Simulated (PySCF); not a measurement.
Predicted microwave data (PBE0-D3(BJ)/def2-SVP geometry optimisation, gas phase in PySCF 2.14.0) for one isomer of CH9BSi2:

- Rotational constants: A = 7314, B = 2173, C = 1874 MHz
- Dipole components: |μa| = 0.01 D, |μb| = 0.33 D, |μc| = 0.64 D
- Inertial defect: -31.99 u·Å²
- κ: -0.89

Question: Which structure is it? (One computed conformer of each.)
A. `[BH2:1][SiH2:2][CH2:3][SiH3:4]` with H–B1–Si2–C3 -16° and 167°, B1–Si2–C3–Si4 -66°
B. `[BH2:1][CH2:2][SiH2:3][SiH3:4]` with H–B1–C2–Si3 -86° and 89°, B1–C2–Si3–Si4 56°

Answer: A. It is B[SiH2]C[SiH3], an asymmetric top, point group C1. The candidates at the same level (rigid rotor, commonest isotopes):

| SMILES | A (MHz) | B (MHz) | C (MHz) | μa (D) | μb (D) | μc (D) | Δ (u·Å²) | point group | rotor |
| --- | --- | --- | --- | --- | --- | --- | --- | --- | --- |
| BC[SiH2][SiH3] | 6362 | 2469 | 1990 | 0.32 | 0.72 | 0.58 | -30.08 | C1 | asymmetric top |
| B[SiH2]C[SiH3] | 7314 | 2173 | 1874 | 0.01 | 0.33 | 0.64 | -31.99 | C1 | asymmetric top |

`BC[SiH2][SiH3]` has B 14 % too high. No structure here is proved a minimum.
